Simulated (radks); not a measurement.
Isoelectronic series with 18 electrons, all held in the configuration [Ar], which need not be the ground one along the series. All-electron calculation, scalar-relativistic Kohn-Sham, r2SCAN, spin-polarised, spherical densities, finite nucleus; meta-GGA in the generalised Kohn-Sham scheme; Fermi nuclear charge, rms radius of each element as measured or else 0.836 A^(1/3) + 0.57 fm. Program: a radial shooting solver on a logarithmic mesh with Libxc functionals. Total energies (hartree) and orbital eigenvalues (eV):

ion    E (hartree)         3p         3s
Ar      -529.40910   -10.7112   -25.3981
K+      -602.12192   -25.4685   -42.8234
Ca2+    -679.86583   -43.7651   -63.8405
Sc3+    -762.63921   -65.4177   -88.2542
Ti4+    -850.44616   -90.3315  -115.9676
V5+     -943.29425  -118.4505  -146.9260
Cr6+   -1041.19326  -149.7391  -181.0968
Mn7+   -1144.15490  -184.1741  -218.4610
Fe8+   -1252.19243  -221.7401  -259.0076
Co9+   -1365.32021  -262.4270  -302.7316
Ni10+  -1483.55408  -306.2283  -349.6321
Cu11+  -1606.91013  -353.1403  -399.7112
